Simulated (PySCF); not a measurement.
A geometry optimisation, step by step.

C₄H₆BF.
SMILES with atom numbers: `[CH2:1]=[CH:2]/[CH:3]=[CH:4]\[BH:5][F:6]` (hydrogens: H7, H8 on C1; H9 on C2; H10 on C3; H11 on C4; H12 on B5)

Method: PBE0-D3(BJ)/def2-SVP geometry optimisation, gas phase in PySCF; density fitting, grid level 1; the optimiser is geomeTRIC in internal coordinates, started from a GFN2-xTB structure with every atom displaced at random (about 0.01 Å). The frame can shift and turn from step to step; on so coarse a grid that alone can change the energy by a few meV, and forces under 0.02 eV/Å are noise.

Step 0: E = -7624.9097 eV, largest atomic force 4.494 eV/Å
```
atom  x, y, z in Å  |  force x, y, z in eV/Å
C1      2.225    0.215   -0.741   -1.218   0.918   0.817
C2      0.945   -0.118   -0.473    1.073   0.829   0.222
C3      0.078    0.650    0.394    3.472   0.926  -0.564
C4     -1.144    0.355    0.720   -4.286  -0.965   0.948
B5     -2.022   -0.857    0.238    0.149   1.346   0.992
F6     -3.266   -0.933    0.694   -0.038   0.059   0.000
H7      2.842   -0.342   -1.398    0.678  -0.817  -0.734
H8      2.662    1.133   -0.325   -0.058  -0.111   0.030
H9      0.525   -1.000   -0.887   -0.419  -1.094  -0.608
H10     0.556    1.540    0.831   -0.047   0.032  -0.059
H11    -1.682    1.041    1.407    0.271  -0.179  -0.196
H12    -1.679   -1.712   -0.469    0.423  -0.944  -0.848
```

Step 1: E = -7625.0947 eV, largest atomic force 0.939 eV/Å
```
atom  x, y, z in Å  |  force x, y, z in eV/Å
C1      2.105    0.350   -0.940    0.557  -0.151  -0.140
C2      0.949   -0.128   -0.470   -0.342  -0.174  -0.215
C3      0.133    0.609    0.469   -0.902  -0.197   0.170
C4     -1.148    0.300    0.845    0.914   0.185  -0.103
B5     -1.962   -0.908    0.365   -0.079  -0.200  -0.212
F6     -3.227   -1.013    0.760   -0.053  -0.026   0.058
H7      2.710   -0.215   -1.664   -0.157   0.148   0.102
H8      2.512    1.308   -0.598   -0.031  -0.014   0.003
H9      0.553   -1.079   -0.854    0.113   0.143   0.125
H10     0.589    1.519    0.874    0.079   0.077   0.030
H11    -1.619    0.990    1.550   -0.104   0.078   0.068
H12    -1.562   -1.792   -0.372    0.005   0.132   0.112
```

Step 2: E = -7625.1108 eV, largest atomic force 0.232 eV/Å
```
atom  x, y, z in Å  |  force x, y, z in eV/Å
C1      2.127    0.324   -0.935   -0.031   0.063   0.138
C2      0.928   -0.103   -0.505   -0.062  -0.180  -0.133
C3      0.104    0.627    0.440   -0.034   0.144   0.140
C4     -1.156    0.320    0.848    0.161  -0.043  -0.105
B5     -1.965   -0.903    0.375   -0.027  -0.131   0.017
F6     -3.213   -1.064    0.807    0.007   0.061   0.017
H7      2.718   -0.238   -1.663   -0.050  -0.030   0.028
H8      2.561    1.258   -0.564   -0.011   0.025  -0.005
H9      0.527   -1.045   -0.892   -0.004   0.012  -0.034
H10     0.574    1.530    0.852    0.026   0.034  -0.029
H11    -1.625    1.007    1.563    0.016  -0.010  -0.020
H12    -1.548   -1.770   -0.363    0.009   0.054  -0.014
```

Step 3: E = -7625.1081 eV, largest atomic force 0.615 eV/Å
```
atom  x, y, z in Å  |  force x, y, z in eV/Å
C1      2.119    0.311   -0.906   -0.186  -0.147  -0.095
C2      0.896   -0.113   -0.545    0.391   0.413   0.232
C3      0.105    0.644    0.409    0.099  -0.163  -0.075
C4     -1.138    0.324    0.833   -0.345   0.026   0.146
B5     -1.956   -0.906    0.384    0.005   0.122   0.150
F6     -3.188   -1.059    0.864    0.035  -0.008  -0.048
H7      2.718   -0.242   -1.628    0.133  -0.060  -0.060
H8      2.546    1.235   -0.501   -0.023  -0.018  -0.005
H9      0.489   -1.044   -0.944   -0.048  -0.007  -0.075
H10     0.595    1.545    0.810   -0.044  -0.062  -0.085
H11    -1.601    1.010    1.557    0.000  -0.058  -0.032
H12    -1.556   -1.764   -0.368   -0.017  -0.039  -0.054
```

Step 4: E = -7625.1165 eV, largest atomic force 0.121 eV/Å
```
atom  x, y, z in Å  |  force x, y, z in eV/Å
C1      2.136    0.314   -0.913   -0.063   0.007  -0.029
C2      0.915   -0.100   -0.541    0.052   0.022   0.107
C3      0.101    0.637    0.410    0.088  -0.027  -0.002
C4     -1.146    0.316    0.833   -0.069   0.016   0.021
B5     -1.972   -0.909    0.391    0.023   0.051   0.052
F6     -3.204   -1.048    0.873    0.011  -0.013  -0.031
H7      2.733   -0.246   -1.635    0.040  -0.028   0.000
H8      2.568    1.238   -0.515   -0.001  -0.002  -0.001
H9      0.511   -1.032   -0.945   -0.042  -0.005  -0.056
H10     0.580    1.540    0.814   -0.023   0.005  -0.036
H11    -1.606    1.003    1.555   -0.008  -0.013   0.001
H12    -1.584   -1.773   -0.363   -0.009  -0.013  -0.027
```

Step 5: E = -7625.1166 eV, largest atomic force 0.097 eV/Å
```
atom  x, y, z in Å  |  force x, y, z in eV/Å
C1      2.124    0.296   -0.919    0.009   0.066  -0.001
C2      0.903   -0.095   -0.526    0.023  -0.094   0.006
C3      0.100    0.652    0.425    0.004  -0.024   0.014
C4     -1.149    0.332    0.846    0.019   0.000  -0.017
B5     -1.949   -0.901    0.383   -0.026  -0.028   0.001
F6     -3.187   -1.074    0.836   -0.010   0.012   0.015
H7      2.710   -0.279   -1.640   -0.013  -0.011   0.025
H8      2.573    1.217   -0.534    0.012   0.005  -0.001
H9      0.482   -1.024   -0.923   -0.010   0.036  -0.023
H10     0.581    1.556    0.824   -0.006   0.023  -0.017
H11    -1.622    1.010    1.567    0.014   0.007  -0.001
H12    -1.534   -1.749   -0.376   -0.014   0.008  -0.001
```

Step 6: E = -7625.1177 eV, largest atomic force 0.067 eV/Å
```
atom  x, y, z in Å  |  force x, y, z in eV/Å
C1      2.129    0.303   -0.916    0.002   0.031  -0.016
C2      0.909   -0.100   -0.532    0.012  -0.058   0.030
C3      0.102    0.643    0.418   -0.001  -0.010   0.025
C4     -1.148    0.326    0.842    0.009  -0.005  -0.014
B5     -1.961   -0.902    0.388   -0.004  -0.018  -0.004
F6     -3.197   -1.061    0.850   -0.003   0.015   0.009
H7      2.723   -0.266   -1.636   -0.003  -0.010   0.018
H8      2.570    1.226   -0.525    0.005  -0.001  -0.001
H9      0.494   -1.029   -0.934   -0.013   0.025  -0.025
H10     0.582    1.547    0.817   -0.006   0.020  -0.017
H11    -1.614    1.009    1.563    0.008   0.006   0.001
H12    -1.558   -1.757   -0.370   -0.005   0.006  -0.006
```

Step 7: E = -7625.1183 eV, largest atomic force 0.035 eV/Å
```
atom  x, y, z in Å  |  force x, y, z in eV/Å
C1      2.134    0.300   -0.914   -0.017   0.002   0.006
C2      0.912   -0.104   -0.533    0.014  -0.003   0.010
C3      0.103    0.640    0.415    0.021   0.005  -0.011
C4     -1.146    0.325    0.838    0.008  -0.002   0.005
B5     -1.967   -0.900    0.390   -0.003   0.029   0.020
F6     -3.201   -1.043    0.865   -0.006  -0.017  -0.014
H7      2.730   -0.272   -1.630    0.003  -0.006  -0.002
H8      2.575    1.221   -0.520    0.003  -0.006   0.003
H9      0.494   -1.027   -0.944   -0.007  -0.002  -0.008
H10     0.581    1.549    0.808   -0.003  -0.001  -0.004
H11    -1.608    1.011    1.559   -0.004  -0.001  -0.005
H12    -1.578   -1.758   -0.371   -0.009   0.002  -0.001
```

Step 8: E = -7625.1183 eV, largest atomic force 0.050 eV/Å
```
atom  x, y, z in Å  |  force x, y, z in eV/Å
C1      2.137    0.289   -0.911    0.006  -0.022   0.006
C2      0.912   -0.110   -0.535   -0.011   0.021  -0.011
C3      0.106    0.640    0.412   -0.001   0.002  -0.021
C4     -1.144    0.331    0.838   -0.037   0.000   0.033
B5     -1.974   -0.890    0.395    0.018  -0.018  -0.034
F6     -3.208   -1.036    0.868    0.011   0.028   0.015
H7      2.733   -0.285   -1.624    0.001   0.003  -0.007
H8      2.582    1.206   -0.511    0.002  -0.005   0.003
H9      0.488   -1.027   -0.953    0.005  -0.009   0.012
H10     0.586    1.550    0.798    0.003  -0.008   0.010
H11    -1.601    1.021    1.557   -0.001   0.009  -0.002
H12    -1.589   -1.748   -0.369    0.006  -0.002  -0.004
```

Step 9: E = -7625.1187 eV, largest atomic force 0.025 eV/Å
```
atom  x, y, z in Å  |  force x, y, z in eV/Å
C1      2.138    0.281   -0.908    0.013  -0.017   0.001
C2      0.911   -0.112   -0.536   -0.021   0.011  -0.008
C3      0.107    0.640    0.410   -0.001   0.018   0.004
C4     -1.144    0.336    0.838   -0.004  -0.015  -0.005
B5     -1.974   -0.884    0.394   -0.001   0.002  -0.007
F6     -3.207   -1.026    0.870   -0.003   0.005   0.002
H7      2.733   -0.294   -1.622   -0.001   0.001  -0.002
H8      2.587    1.195   -0.506    0.000  -0.003   0.000
H9      0.483   -1.027   -0.955    0.005  -0.005   0.009
H10     0.590    1.549    0.796    0.007  -0.003   0.008
H11    -1.601    1.028    1.555    0.004   0.004  -0.003
H12    -1.591   -1.743   -0.370    0.001   0.002   0.000
```

**Question.** Summarise the path.

**Answer.** The energy falls by 0.2091 eV from step 0 to step 9; nine tenths of that is first reached at step 2. It rises by more than 0.2 meV at step 3. The largest force goes from 4.494 to 0.025 eV/Å. Among the bonds C3=C4 changes most, from 1.298 to 1.356 Å; the atoms move by 0.042 Å rms after alignment.

**Question.** Follow the three bonds and two angles with the largest change from start to end.

**Answer.** 
| step | E above end (eV) | largest force (eV/Å) | C3=C4 (Å) | B5–H12 (Å) | C1–H7 (Å) | B5–C4–H11 (°) | C3–C4–B5 (°) |
| --- | --- | --- | --- | --- | --- | --- | --- |
| 0 | 0.2091 | 4.494 | 1.298 | 1.161 | 1.060 | 113.3 | 128.6 |
| 1 | 0.0241 | 0.939 | 1.370 | 1.219 | 1.099 | 118.1 | 126.0 |
| 2 | 0.0079 | 0.232 | 1.360 | 1.213 | 1.093 | 118.2 | 125.1 |
| 3 | 0.0106 | 0.615 | 1.352 | 1.209 | 1.089 | 117.7 | 125.8 |
| 4 | 0.0023 | 0.121 | 1.355 | 1.210 | 1.092 | 117.4 | 126.2 |
| 5 | 0.0022 | 0.097 | 1.357 | 1.211 | 1.093 | 118.0 | 125.0 |
| 6 | 0.0011 | 0.067 | 1.357 | 1.211 | 1.093 | 117.8 | 125.4 |
| 7 | 0.0004 | 0.035 | 1.356 | 1.211 | 1.092 | 117.6 | 125.8 |
| 8 | 0.0004 | 0.050 | 1.356 | 1.211 | 1.092 | 117.5 | 125.9 |
| 9 | 0.0000 | 0.025 | 1.356 | 1.211 | 1.093 | 117.7 | 125.7 |

The cost below is that of the whole optimisation. Hardware: Arm Neoverse V1, one thread, on a shared host. Cost: 45 s, 0.46 GiB resident at most.
